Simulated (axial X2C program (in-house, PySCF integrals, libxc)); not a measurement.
Photoelectron levels of ScN by EOM-IP-CCSD

Calculated with an in-house all-electron X2C program for linear molecules (integrals from PySCF): two-component X2C with atomic mean-field Coulomb and Gaunt terms, Gaussian nuclei, basis Sc dyall-cv3z, N dyall-av3z with contracted cores.

R = 1.638 Å (near the PBE0 minimum at charge 0 of the determinant lowest at the starting distance; the state shown can have its own minimum elsewhere).

Vertical ionisation energies of ScN to the states of ScN⁺:

```
Ω of ScN⁺  vertical IE (eV)  above lowest (cm⁻¹)                  ionised spinor  one-hole weight
      1/2             6.922                    0  52% N pσ, 29% Sc dσ, 10% Sc pσ             0.93
      3/2             7.433                 4122             62% N pπ, 28% Sc dπ             0.93
      1/2             7.442                 4195             62% N pπ, 28% Sc dπ             0.93
```

(1) Take the first Ω = 1/2 and Ω = 3/2 rows of π character: how far apart are they, and which lies lower?

This point took 28 s on 1 thread of Intel(R) Xeon(R) Platinum 8488C (Sapphire Rapids), with other jobs on the host.

Reference electrons by ω block (each with its −ω partner): 1/2: 11, 3/2: 3. 16 electrons of ScN correlated (inner shells frozen), 88 natural virtual spinors (a truncated set); levels can be off by some tenths of an eV. Roots sought by Ω: (1/2: 4, 3/2: 3, 5/2: 1); the list ends where they run out and leaves out roots under 60 % one-particle weight. The solver can skip a root, and states that need a further excitation, which the method places far too high, are missing though they may lie low or lowest. T1 of the reference 0.026 (Lee–Taylor). Number of frozen shells: Sc 2 s, 1 p; N 1 s. Large amplitudes in the reference (orbital relaxation or multireference character) lower the reliability.

## Answers

(1) E(3/2) − E(1/2) = 4122 − 4195 = -73 cm⁻¹ at EOM-IP-CCSD: inverted, Ω = 3/2 lower. Splittings at this level can be off by ten to twenty per cent.
